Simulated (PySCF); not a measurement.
A calculated (PBE0, PySCF 2.14, x2c-SVPall, scalar relativity by spin-free X2C-1e) atom or ion has these occupied shells.

```tsv
shell	electrons	orbital energy (eV)	rms radius, mean of both spins (bohr)
1s α	1	-2442.6	0.112
1s β	1	-2442.1	0.112
2s α	1	-232.34	0.520
2s β	1	-231.82	0.520
2p α	3	-175.08	0.494
2p β	3	-174.28	0.494
3s α	1	-31.532	1.77
3s β	1	-26.853	1.77
3p α	3	-19.562	2.06
```

(1) Name the element and its charge.

Results:

(1) S⁺ (sulfur, charge +1), in [Ne] 3s2 3p3, high-spin 4S determinant.
